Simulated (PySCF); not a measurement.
The numbers below are computed, except where a source is named.
# AlH4O4

The system: AlH4O4, a small molecule; neutral, doublet. The structure, one conformer, was relaxed in the gas phase by PBE0-D3(BJ)/def2-SVP. No frequency run checks that it is a minimum.

SMILES: [OH][Al]([OH])([OH])[OH]

```csv
atom,x (Å),y (Å),z (Å)
Al1,-0.186,-0.173,0.083
O2,0.136,-1.583,0.984
O3,1.100,1.092,0.360
O4,-1.756,0.456,-0.145
O5,0.825,-0.138,-1.441
H6,-0.540,-2.194,1.276
H7,1.968,0.703,0.536
H8,-2.158,1.178,0.336
H9,0.655,0.637,-1.998
```

EPR values by unrestricted B3LYP, pcH-1 on Al H O.

**Question.** Predict g and the largest hyperfine couplings. Where does the spin sit?

**Answer.** g = 2.0023, 2.0071, 2.0093. The spin sits on O5 (54 %, bonded to 1 Al + 1 H), O3 (51 %, bonded to 1 Al + 1 H) by Mulliken populations.
```tsv
atom	isotope	isotropic (MHz)	dipolar, principal values (MHz)
O5	17O	-47.2	-175.2, 87.0, 88.1
O3	17O	-48.7	-168.8, 83.8, 84.9
H9	1H	-37.3	-41.7, -12.7, 54.4
H7	1H	-35.8	-40.3, -12.0, 52.3
Al1	27Al	-36.0	-0.8, 0.0, 0.8
H8	1H	0.0	-1.8, -1.2, 3.0
```

The geometry optimisation stopped short of its threshold.
